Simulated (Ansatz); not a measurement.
Consider the ligand exchange at the Si–C bond: `[SiH3]C1=CC1Cl` + `CNB[SiH3]` → `CN([SiH3])B[SiH3]` + `ClC1C=C1`.

Gas-phase electronic energies from Ansatz, PBE0-D4/def2-TZVP geometries. CBS: MP2 limit from def2 TZ/QZ plus the TZ coupled-cluster correction, frozen cores. Functionals use def2-TZVPP. Each species was taken in one conformer, which may not be the lowest.

`[SiH3]C1=CC1Cl`:

Cartesian coordinates in Å:
```
Si -0.164 1.170 -1.226
C 0.148 0.063 0.215
C 0.877 -0.378 1.203
C -0.356 -1.108 0.981
Cl -0.309 -2.737 0.230
H -1.442 1.892 -1.001
H 0.949 2.140 -1.363
H -0.275 0.334 -2.446
H 1.790 -0.317 1.772
H -1.218 -1.060 1.636
```

`CNB[SiH3]`:

Z-matrix (Å, degrees):
```
C
N 1 1.446
H 1 1.094 2 111.3
H 1 1.089 2 109.0 3 -119.6
H 1 1.094 2 111.3 3 120.7
B 2 1.384 1 127.0 3 119.8
H 2 1.009 1 113.5 3 -60.2
Si 6 2.014 2 120.4 1 180.0
H 6 1.201 2 117.4 1 -0.0
H 8 1.492 6 111.7 2 120.3
H 8 1.495 6 111.8 2 0.1
H 8 1.492 6 111.7 2 -120.0
```

`CN([SiH3])B[SiH3]`:

Z-matrix (Å, degrees):
```
C
N 1 1.461
H 1 1.090 2 109.7
H 1 1.095 2 111.0 3 -120.0
H 1 1.095 2 111.0 3 120.0
Si 2 1.753 1 114.6 3 -179.4
B 2 1.397 1 121.4 3 0.6
H 6 1.487 2 109.2 1 -58.7
H 6 1.479 2 109.3 1 -179.7
H 6 1.487 2 109.2 1 59.3
Si 7 2.029 2 124.9 1 179.9
H 7 1.204 2 116.7 1 -0.1
H 11 1.493 7 112.6 2 -60.5
H 11 1.490 7 110.1 2 179.9
H 11 1.493 7 112.6 2 60.4
```

`ClC1C=C1`:

Cartesian coordinates in Å:
```
Cl 1.868 0.988 -0.483
C 0.636 -0.178 0.117
C -0.676 0.308 0.549
C -0.640 -0.314 -0.587
H 1.161 -1.004 0.586
H -1.218 0.860 1.298
H -1.130 -0.661 -1.481
```

| level | ΔE (eV) |
| --- | --- |
| r2SCAN | 0.02 |
| CCSD(T)/def2-TZVPP | -0.04 |

(1) What does CCSD(T)/CBS give? (Best estimate.)

Largest T1 diagnostic among the species: 0.014.

Answers

(1) Ansatz gave: -0.05 eV. The listed levels differ from it by 0.07, 0.01 eV.

The D4 term adds −0.08 eV with B3LYP and −0.04 eV with PBE0; it sums over pairs of atoms, weighted by their polarisabilities, and B3LYP, whose exchange is more repulsive, gets the larger term. In def2-TZVPP, CCSD(T) changes the Hartree–Fock value by −0.05 eV (the triples alone add −0.00 eV) and MP2 by −0.05 eV.

B3LYP here is the variant with VWN-RPA as its local correlation; programs differ in this.
